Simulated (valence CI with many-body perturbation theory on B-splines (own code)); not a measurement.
## Energy levels of Rh XXXIII

Calculated by relativistic CI+MBPT: three valence electrons over a frozen Dirac-Fock core [Ne], radial functions for each j: 11 s, 11 p, 9 d, 7 f, 5 g, 2 h, 1 i, with the one-electron correlation potential Σ1 (screened to all orders), the two-electron term Σ2, the three-electron term Σ3, Breit, model QED; selected single and double excitations, second order for the rest (own B-spline code, finite nucleus).

No measured spectrum was set against this ion. As an estimate, large intervals hold to a few tenths of a per cent, small ones and those within an open d or f shell to about a per cent.

Levels 1 to 45 of 70, with energies above the lowest level, (3s^2 3p1/2) J=1/2. "Leading %" is the weight of the configuration and term that name the level; weights of strongly mixed levels are sums over their largest components and can fall short. In the jj column 3d3/2^4 stands for four electrons in 3d with j = 3/2.

| No. | Configuration | Term | J | E (cm⁻¹) | Leading % | Leading jj | Second component |
| --- | --- | --- | --- | --- | --- | --- | --- |
| 1 | 3s²3p | ²P° | 1/2 | 0 | 98 | 3s^2 3p1/2 (98 %) |  |
| 2 | 3s²3p | ²P° | 3/2 | 282950 | 98 | 3s^2 3p3/2 (98 %) |  |
| 3 | 3s3p² | ⁴P | 1/2 | 607040 | 78 | 3s 3p1/2^2 (86 %) | 17 % 3s3p² ²S |
| 4 | 3s3p² | ⁴P | 3/2 | 798330 | 95 | 3s 3p1/2 3p3/2 (97 %) |  |
| 5 | 3s3p² | ⁴P | 5/2 | 862920 | 58 | 3s 3p1/2 3p3/2 (90 %) | 39 % 3s3p² ²D |
| 6 | 3s3p² | ²D | 3/2 | 963240 | 71 | 3s 3p1/2 3p3/2 (80 %) | 14 % 3s3p² ²P |
| 7 | 3s3p² | ²P | 1/2 | 1035000 | 70 | 3s 3p1/2 3p3/2 (82 %) | 15 % 3s3p² ⁴P |
| 8 | 3s3p² | ²D | 5/2 | 1115900 | 44 | 3s 3p3/2^2 (80 %) | 40 % 3s3p² ⁴P |
| 9 | 3s²3d | ²D | 3/2 | 1258600 | 68 | 3s^2 3d3/2 (68 %) | 29 % 3s3p² ²P |
| 10 | 3s3p² | ²S | 1/2 | 1320100 | 68 | 3s 3p3/2^2 (92 %) | 23 % 3s3p² ²P |
| 11 | 3s²3d | ²D | 5/2 | 1350500 | 80 | 3s^2 3d5/2 (80 %) | 16 % 3s3p² ²D |
| 12 | 3s3p² | ²P | 3/2 | 1364000 | 55 | 3s 3p3/2^2 (77 %) | 23 % 3s3p² ²D |
| 13 | 3p³ | ²P° | 3/2 | 1608900 | 31 | 3p1/2^2 3p3/2 (79 %) | 29 % 3p³ ²D° |
| 14 | 3s3p3d | ⁴F° | 3/2 | 1712500 | 82 | 3s 3p1/2 3d3/2 (90 %) | 10 % 3s3p3d ²D° |
| 15 | 3s3p3d | ⁴F° | 5/2 | 1741100 | 48 | 3s 3p1/2 3d3/2 (75 %) | 25 % 3s3p3d ²D° |
| 16 | 3s3p3d | ⁴F° | 5/2 | 1804300 | 33 | 3s 3p1/2 3d5/2 (58 %) | 28 % 3p³ ²D° |
| 17 | 3p³ | ⁴S° | 3/2 | 1815800 | 52 | 3p1/2 3p3/2^2 (69 %) | 20 % 3p³ ²D° |
| 18 | 3s3p3d | ⁴F° | 7/2 | 1849900 | 73 | 3s 3p1/2 3d5/2 (79 %) | 17 % 3s3p3d ⁴D° |
| 19 | 3s3p3d | ⁴D° | 3/2 | 1857900 | 54 | 3s 3p1/2 3d3/2 (64 %) | 29 % 3s3p3d ⁴P° |
| 20 | 3s3p3d | ⁴D° | 1/2 | 1859100 | 78 | 3s 3p1/2 3d3/2 (87 %) | 13 % 3s3p3d ²P° |
| 21 | 3s3p3d | ⁴P° | 5/2 | 1872900 | 45 | 3s 3p1/2 3d5/2 (75 %) | 21 % 3s3p3d ⁴D° |
| 22 | 3p³ | ²P° | 1/2 | 1956900 | 83 | 3p1/2 3p3/2^2 (83 %) | 16 % 3s3p3d ²P° |
| 23 | 3s3p3d | ²F° | 5/2 | 1985400 | 76 | 3s 3p1/2 3d5/2 (49 %) | 19 % 3p³ ²D° |
| 24 | 3s3p3d | ²D° | 3/2 | 2033800 | 41 | 3s 3p1/2 3d5/2 (25 %) | 20 % 3p³ ²D° |
| 25 | 3s3p3d | ⁴F° | 9/2 | 2038400 | 100 | 3s 3p3/2 3d5/2 (100 %) |  |
| 26 | 3s3p3d | ⁴D° | 5/2 | 2068000 | 60 | 3s 3p3/2 3d3/2 (82 %) | 12 % 3s3p3d ⁴P° |
| 27 | 3s3p3d | ⁴P° | 3/2 | 2070400 | 44 | 3s 3p3/2 3d3/2 (84 %) | 33 % 3s3p3d ⁴D° |
| 28 | 3s3p3d | ⁴P° | 1/2 | 2072600 | 90 | 3s 3p3/2 3d3/2 (97 %) | 10 % 3s3p3d ⁴D° |
| 29 | 3s3p3d | ⁴D° | 7/2 | 2073000 | 71 | 3s 3p3/2 3d5/2 (46 %) | 22 % 3s3p3d ⁴F° |
| 30 | 3s3p3d | ²P° | 3/2 | 2112300 | 26 | 3s 3p3/2 3d5/2 (55 %) | 19 % 3s3p3d ⁴P° |
| 31 | 3s3p3d | ²D° | 5/2 | 2148500 | 50 | 3s 3p3/2 3d5/2 (90 %) | 31 % 3s3p3d ⁴P° |
| 32 | 3s3p3d | ²D° | 3/2 | 2202700 | 62 | 3s 3p3/2 3d3/2 (50 %) | 16 % 3p³ ²P° |
| 33 | 3s3p3d | ²F° | 7/2 | 2222200 | 97 | 3s 3p3/2 3d5/2 (68 %) |  |
| 34 | 3s3p3d | ²F° | 5/2 | 2295100 | 81 | 3s 3p3/2 3d3/2 (86 %) | 11 % 3s3p3d ²D° |
| 35 | 3s3p3d | ²F° | 7/2 | 2300000 | 86 | 3s 3p3/2 3d5/2 (76 %) | 10 % 3s3p3d ⁴D° |
| 36 | 3s3p3d | ²P° | 1/2 | 2302100 | 85 | 3s 3p3/2 3d3/2 (47 %) | 12 % 3s3p3d ⁴D° |
| 37 | 3s3p3d | ²P° | 1/2 | 2345500 | 84 | 3s 3p3/2 3d5/2 (45 %) | 15 % 3p³ ²P° |
| 38 | 3s3p3d | ²P° | 3/2 | 2376700 | 83 | 3s 3p3/2 3d5/2 (88 %) | 9 % 3s3p3d ²D° |
| 39 | 3s3p3d | ²D° | 5/2 | 2386300 | 69 | 3s 3p3/2 3d5/2 (82 %) | 14 % 3s3p3d ²F° |
| 40 | 3p³ | ²P° | 3/2 | 2417100 | 22 | 3p3/2^3 (40 %) | 18 % 3p³ ²D° |
| 41 | 3p²3d | ⁴F | 3/2 | 2501700 | 50 | 3p1/2^2 3d3/2 (94 %) | 20 % 3p²3d ²D |
| 42 | 3p²3d | ⁴F | 5/2 | 2592600 | 33 | 3p1/2^2 3d5/2 (82 %) | 26 % 3p²3d ⁴D |
| 43 | 3p²3d | ²F | 5/2 | 2684900 | 59 | 3p1/2 3p3/2 3d3/2 (86 %) | 32 % 3p²3d ⁴F |
| 44 | 3p²3d | ²P | 3/2 | 2721300 | 39 | 3p1/2 3p3/2 3d3/2 (91 %) | 33 % 3p²3d ⁴F |
| 45 | 3p²3d | ²F | 7/2 | 2727900 | 43 | 3p1/2 3p3/2 3d3/2 (74 %) | 24 % 3p²3d ²G |

The ionisation energy to 3s² ¹S0 of the next ion comes out as 1921.7 eV (NIST: 1903 ± 9 eV (semi-empirical), further off than twice its uncertainty). All 70 levels together are meant to be complete up to 3152500 cm⁻¹.
